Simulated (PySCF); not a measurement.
# SMILES COC(=O)c1ocpc1F, C₅H₄FO₃P

Molfile (atoms numbered from 1):
```
C5H4FO3P
     RDKit          3D

 14 14  0  0  0  0  0  0  0  0999 V2000
    2.7474   -0.1642    0.2144 C   0  0  0  0  0  0  0  0  0  0  0  0
    1.3454   -0.3111    0.3972 O   0  0  0  0  0  0  0  0  0  0  0  0
    0.5542    0.3449   -0.4534 C   0  0  0  0  0  0  0  0  0  0  0  0
    0.9334    1.0497   -1.3518 O   0  0  0  0  0  0  0  0  0  0  0  0
   -0.8714    0.1040   -0.1424 C   0  0  0  0  0  0  0  0  0  0  0  0
   -1.7796    0.7077   -0.9173 O   0  0  0  0  0  0  0  0  0  0  0  0
   -3.0210    0.4233   -0.5457 C   0  0  0  0  0  0  0  0  0  0  0  0
   -3.2138   -0.6214    0.8015 P   0  0  0  0  0  0  0  0  0  0  0  0
   -1.4446   -0.6615    0.8464 C   0  0  0  0  0  0  0  0  0  0  0  0
   -0.7462   -1.3572    1.7413 F   0  0  0  0  0  0  0  0  0  0  0  0
    3.1201   -0.9720   -0.4180 H   0  0  0  0  0  0  0  0  0  0  0  0
    2.9663    0.7957   -0.2569 H   0  0  0  0  0  0  0  0  0  0  0  0
    3.1999   -0.2248    1.2016 H   0  0  0  0  0  0  0  0  0  0  0  0
   -3.7909    0.8864   -1.1393 H   0  0  0  0  0  0  0  0  0  0  0  0
  1  2  1  0
  2  3  1  0
  3  4  2  0
  3  5  1  0
  5  6  1  0
  6  7  1  0
  7  8  2  0
  8  9  1  0
  9 10  1  0
  9  5  2  0
  1 11  1  0
  1 12  1  0
  1 13  1  0
  7 14  1  0
M  END
```

Computed with PySCF, GIAO B3LYP/pcSseg-1 magnetisability, rotational g tensor and spin-rotation constants, non-relativistic, gas phase. Geometry: GFN2-xTB.

(1) What are the magnetisability and the molar susceptibility?

(2) Split it along the inertial axes a, b, c into diamagnetic and paramagnetic parts about the centre of mass, with the quadrupole moment.

(3) And the rotational g tensor?

Results:

(1) Isotropic -1313 × 10⁻³⁰ J/T², or -79.1 × 10⁻⁶ cm³/mol; principal values -1793, -1146, -1001 × 10⁻³⁰ J/T², anisotropy 730 × 10⁻³⁰ J/T² (root of half the summed squared differences of the principal values). The susceptibility is in cgs units.

(2) 
| axis | χ (10⁻⁶ cm³/mol) | diamagnetic (10⁻⁶ cm³/mol) | paramagnetic (10⁻⁶ cm³/mol) | summed x² of all electrons (Å²) | quadrupole Θ (D Å) |
| --- | --- | --- | --- | --- | --- |
| a | -68.4 | -569.3 | 500.8 | 343.6 | +11.88 |
| b | -60.8 | -1520.1 | 1459.3 | 119.5 | -9.91 |
| c | -108.0 | -1964.8 | 1856.8 | 14.7 | -1.97 |

Anisotropies 2χaa − χbb − χcc = +31.9 and 2χbb − χaa − χcc = +54.7 × 10⁻⁶ cm³/mol. Θ is traceless in Buckingham's convention.

(3) 
| axis | rotational constant (GHz) | g | nuclear part | electronic part |
| --- | --- | --- | --- | --- |
| a | 2.4194 | -0.0539 | 0.5154 | -0.5693 |
| b | 0.8121 | -0.0161 | 0.5406 | -0.5567 |
| c | 0.6103 | +0.0001 | 0.5325 | -0.5324 |

Asymmetric top; isotopes 12C, 19F, 1H, 16O, 31P; no vibrational averaging.
